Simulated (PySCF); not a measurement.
# Induced dipoles and field energies

Species: C₅H₁₂O₂Si.
Cartesian coordinates in Å at the PBE0-D3(BJ)/def2-SVP level; atoms count from 1:
```xyz
20
C5H12O2Si angstrom
C      3.0869    1.1359    0.2571
C      2.1401   -0.0153    0.4875
O      1.0267    0.1400   -0.3622
C      0.0606   -0.8514   -0.2364
C     -1.0237   -0.5688   -1.2742
C     -1.8627    0.6124   -0.7599
Si    -1.7733    0.3234    1.1042
O     -0.5304   -0.8256    1.0424
H      3.4116    1.1677   -0.7937
H      3.9776    1.0382    0.8951
H      2.5957    2.0921    0.4911
H      1.8076   -0.0514    1.5400
H      2.6385   -0.9828    0.2737
H      0.5205   -1.8516   -0.3590
H     -0.5624   -0.3739   -2.2537
H     -1.6485   -1.4711   -1.3677
H     -2.8793    0.6241   -1.1780
H     -1.3811    1.5696   -1.0117
H     -1.3953    1.5218    1.9097
H     -2.9805   -0.3001    1.7214
```

Level: wB97X-D/def2-SVPD (PySCF); nuclei fixed, core orbitals frozen in the response. Permanent dipole (-0.023, 0.083, -0.769) D (1 au = 2.5417 D). Static polarisability (au):

```
x   100.39   1.09  -1.57
y     1.09  84.10   3.10
z    -1.57   3.10  88.85
```

Only the terms in μ and α are kept: μ(F) = μ + αF and ΔE = −μ·F − ½ F·αF.

**Question.** A field of 0.003 au (0.154 V/Å) is applied along each axis in both senses. Find the induced dipole, the size of the total dipole and the two energy terms.

**Answer.** 
| field along | induced x (D) | induced y (D) | induced z (D) | total size (D) | −μ·F (kJ/mol) | −½F·αF (kJ/mol) |
| --- | --- | --- | --- | --- | --- | --- |
| +x | 0.765 | 0.008 | -0.012 | 1.081 | +0.071 | -1.186 |
| −x | -0.765 | -0.008 | 0.012 | 1.096 | -0.071 | -1.186 |
| +y | 0.008 | 0.641 | 0.024 | 1.039 | -0.257 | -0.994 |
| −y | -0.008 | -0.641 | -0.024 | 0.970 | +0.257 | -0.994 |
| +z | -0.012 | 0.024 | 0.678 | 0.145 | +2.383 | -1.050 |
| −z | 0.012 | -0.024 | -0.678 | 1.448 | -2.383 | -1.050 |

**Question.** For the field (-0.0009, 0.0012, -0.0024) au, what is the induced dipole, and what angle does it make with the field?

**Answer.** αF = (-0.217, 0.235, -0.529) D, at 3.2° to the field. The polarisability along this direction, F·αF/F², is 85.79 au, against a mean of 91.11 au.

**Question.** Which field along μ doubles the dipole in that direction (linear response)?

**Answer.** The polarisability along the dipole is 88.04 au, so F = 0.3044 au / 88.04 au = 0.0035 au = 0.18 V/Å; higher-order terms are ignored.

**Question.** What field makes μF equal to kT at 200 K?

**Answer.** kT = 0.6334 × 10⁻³ Eh, so F = 0.00208 au = 10.7 MV/cm.

**Question.** A unit point charge sits 12 Å away. Estimate the induction energy −αe²/2R⁴ with the mean polarisability, treating the molecule as a point.

**Answer.** R = 22.68 bohr, so the energy is −91.1/(2 × 22.68⁴) Eh = -0.452 kJ/mol. The charge–dipole term at its most favourable orientation, −μe/R², is -1.55 kJ/mol.

Geometry: PBE0-D3(BJ)/def2-SVP, one conformer, isolated molecule.

The pairwise dispersion term of wB97X-D wasn't added to the energies; at a given geometry it leaves orbitals and properties as they are.
